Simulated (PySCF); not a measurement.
The vertical singlet excitations below were computed for one of the candidates. Computed with TDDFT CAM-B3LYP/def2-SVPD, vertical, gas phase, core orbitals frozen in the response (PySCF 2.14.0, density-fitted response routines). Geometries: GFN2-xTB, one conformer each.

```
state  E (eV)       f  main configurations (H = HOMO, L = LUMO)
   S1    6.11  0.0020                               H-1→L (86%)
   S2    7.12  0.0040                                 H→L (96%)
   S3    7.39   0.022                  H→L+1 (67%), H→L+2 (22%)
   S4    8.25  0.0026     H→L+2 (50%), H→L+1 (18%), H→L+3 (10%)
   S5    8.31   0.027     H→L+3 (43%), H→L+4 (23%), H→L+5 (12%)
   S6    8.37  0.0021                  H-2→L (62%), H-3→L (22%)
   S7    8.63  0.0072     H→L+5 (59%), H→L+3 (16%), H→L+10 (9%)
   S8    8.68   0.029                  H→L+4 (52%), H→L+3 (14%)
```

Task: Which structure fits? All have the formula C5H9FO2.
A. `CCO[C@@H](F)CC=O`
B. `O1C(OCC1)CCF`
C. `COC[C@H](C)C(=O)F`

Result: C. Its S1 lies at 6.11 eV; the nearest of the others has S1 at 7.30 eV. S1 is HOMO-1→LUMO (86%). Löwdin shares by element: HOMO oxygen 61% or more, carbon 20% or more, hydrogen 5% or more; LUMO carbon 42% or more, oxygen 28% or more, fluorine 9% (atoms not listed hold the other 21%). At the same level the other candidates give, for their lowest levels:
- `FCCC1OCCO1`: 7.30 eV (f 0.012); 7.76 eV (f 0.005); 8.06 eV (f 0.031); 8.11 eV (f 0.005); 8.26 eV (f 0.006); T1 7.16 eV; HOMO -8.97, LUMO 1.31 eV
- `CCO[C@@H](F)CC=O`: 4.25 eV (f 0.000); 7.58 eV (f 0.002); 7.60 eV (f 0.013); 8.16 eV (f 0.047); 8.23 eV (f 0.056); T1 3.63 eV; HOMO -9.15, LUMO 0.18 eV

Conformer computed: `[CH3:1][O:2][CH2:3][C@H:4]([CH3:5])[C:6](=[O:7])[F:8]`: C1–O2–C3–C4 -174°, O2–C3–C4–C5 -170°, C3–C4–C6–O7 29°.
Triplets come from the Tamm–Dancoff approximation.
